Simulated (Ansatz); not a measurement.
Reaction R1 → P1 + P2, each structure at its B3LYP-D3(BJ)/def2-TZVP stationary point, reached from a drawn start (curvature not checked).
R1: C3H11GaO (SMILES [CH3][Ga-]([CH3])([CH3])[OH2+]), charge 0, multiplicity 1.
P1: C2H7GaO (SMILES [CH3][Ga]([CH3])[OH]), charge 0, multiplicity 1.
P2: CH4 (SMILES C), charge 0, multiplicity 1.

P less R. No zero-point or thermal terms; no spin–orbit coupling. One arrangement of each flexible species, with no search for the lowest.

Cores are frozen in the correlated methods. In cc and def2 sets filled d and f shells under p-block atoms count as core.

Run with Ansatz (a first-principles code) with Gaussian orbitals. All values are computed, each at the level named.

Total energies in hartree:

| structure | PBE/def2-TZVPP | PBE0/def2-TZVPP | CCSD(T)/cc-pVTZ |
|---|---|---|---|
| R1 | -2120.564652 | -2120.632731 | -2119.224951 |
| P1 | -2080.121336 | -2080.176039 | -2078.805933 |
| P2 | -40.464282 | -40.475415 | -40.438100 |

Q: Work out the reaction energy at each level in kcal/mol (1 hartree = 627.50947 kcal/mol), and say how far PBE/def2-TZVPP lies from CCSD(T)/cc-pVTZ.

A: 
- PBE/def2-TZVPP: (-2080.121336) + (-40.464282) − (-2120.564652) = -0.020966 hartree = -13.16 kcal/mol
- PBE0/def2-TZVPP: (-2080.176039) + (-40.475415) − (-2120.632731) = -0.018723 hartree = -11.75 kcal/mol
- CCSD(T)/cc-pVTZ: (-2078.805933) + (-40.438100) − (-2119.224951) = -0.019082 hartree = -11.97 kcal/mol
PBE/def2-TZVPP less CCSD(T)/cc-pVTZ: -1.19 kcal/mol. CCSD(T)/cc-pVTZ is the level counted from, the highest shown, and no exact or measured value.
